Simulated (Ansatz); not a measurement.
CH₄F₂Si, SMILES `FC(F)[SiH3]`. The species carries charge 0 and has multiplicity 1. All single points use the PBE0-D4/def2-TZVP geometry.

```xyz
8

F    -0.734   -0.214   -1.748
C     0.103    0.406   -0.863
F    -0.281    1.714   -0.787
Si   -0.030   -0.423    0.863
H     1.108    0.388   -1.302
H     0.385   -1.841    0.727
H    -1.435   -0.322    1.322
H     0.884    0.291    1.788
```

Question: What is the dipole moment at PBE/def2-TZVPP? (Best estimate.)

Answer: The calculation gave: 1.68 D, with components (1.20, -0.73, 0.91) D in this frame, pointing from negative to positive charge.

Question: And with r2SCAN, B3LYP, ωB97M-V? (An estimate is asked.)

Answer: Computed: r2SCAN 1.78 D, B3LYP 1.90 D, ωB97M-V 1.90 D.

Question: Give the Mulliken charges with PBE, ωB97M-V, B3LYP in def2-TZVPP. (Best estimate.)

Answer: The calculation gave: 
```csv
atom,PBE,ωB97M-V,B3LYP
F1,-0.17,-0.20,-0.22
C2,0.20,0.19,0.24
F3,-0.17,-0.20,-0.22
Si4,0.18,0.15,0.25
H5,0.07,0.09,0.08
H6,-0.04,-0.01,-0.05
H7,-0.03,0.00,-0.04
H8,-0.04,-0.01,-0.05
```

B3LYP here is the variant with VWN-RPA as its local correlation; programs differ in this.
